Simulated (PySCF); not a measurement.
## Electron correlation in Br³⁺ (bromine, charge +3)

[Ar] 3d10 4s2 4p2, high-spin 3P determinant. Calculation: PySCF 2.14, in Sapporo-DKH3-DZP-2012; the spin-free X2C one-electron Hamiltonian (Gaussian nucleus). Frozen: [Ar] 3d10; 4 electrons correlated.

MP2 pair energies summed by pair of shells (mhartree):

| pair | energy | share (%) |
| --- | --- | --- |
| 4s-4p | -28.52 | 61.9 |
| 4s-4s | -12.71 | 27.6 |
| 4p-4p | -4.83 | 10.5 |

Total MP2 correlation energy: -46.06 mhartree.

Same-spin part -7.50 and opposite-spin part -38.55 mhartree; SCS-MP2 scales them by 1/3 and 6/5 to -48.77 mhartree.

| level | correlation energy (mhartree) |
| --- | --- |
| CCSD | -62.23 |
| (T) | -0.59 |
| CCSD(T) | -62.82 |

Diagnostics: T1 = 0.0052, D1 = 0.0146, largest double amplitude 0.092.

Cost of the coupled-cluster step: 0.34 s of wall time on 1 thread of Neoverse-V1 (shared host), for 4 correlated electrons.
